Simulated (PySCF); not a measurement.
PySCF 2.14 output of an unrestricted BLYP calculation on a single atom or ion in aug-cc-pVQZ-PP with one added diffuse shell each of s, p, d, f, g type with ECP60MDF (8s8p6d4f3g, 117 functions), with scalar relativity through the core potential:

```
SCF conv_tol = 1e-09
number electrons alpha = 12  beta = 10
    A. D. Becke.,  Phys. Rev. A 38, 3098 (1988)
    C. Lee, W. Yang, and R. G. Parr.,  Phys. Rev. B 37, 785 (1988)
    B. Miehlich, A. Savin, H. Stoll, and H. Preuss.,  Chem. Phys. Lett. 157, 200 (1989)
cycle= 1 E= -192.639780104205  delta_E= -0.0141  |g|= 0.0198  |ddm|= 0.667
cycle= 2 E= -192.63991397185  delta_E= -0.000134  |g|= 0.0141  |ddm|= 0.0732
cycle= 3 E= -192.63996612102  delta_E= -5.21e-05  |g|= 0.00156  |ddm|= 0.0333
cycle= 4 E= -192.639968191115  delta_E= -2.07e-06  |g|= 0.000314  |ddm|= 0.00878
cycle= 5 E= -192.639968325797  delta_E= -1.35e-07  |g|= 3.49e-05  |ddm|= 0.00207
cycle= 6 E= -192.639968327825  delta_E= -2.03e-09  |g|= 1.86e-06  |ddm|= 0.000324
cycle= 7 E= -192.639968327836  delta_E= -1.08e-11  |g|= 3.41e-07  |ddm|= 2.34e-05
converged SCF energy = -192.639968327836  <S^2> = 2.0007068  2S+1 = 3.0004712
```

The run itself started from symmetry-adapted Hartree-Fock orbitals and held the occupation by maximum overlap, on a logarithmic radial grid, so the iterations belong to that start.

Task: Which element, charge and spin multiplicity is this?

Result: Pb (lead, neutral), multiplicity 3; the state was [Xe] 4f14 5d10 6s2 6p1 6d1, one real determinant (an excited configuration).

⟨L²⟩ = 8.02 against 12 for a pure F term, so this real determinant mixes terms. Energies and moments cover only the electrons outside the core potential. Spin-orbit coupling, absent here, splits the open shell strongly. The outer electron is Rydberg-like, and this basis confines it to a smaller radius and binds it less than a complete one would.
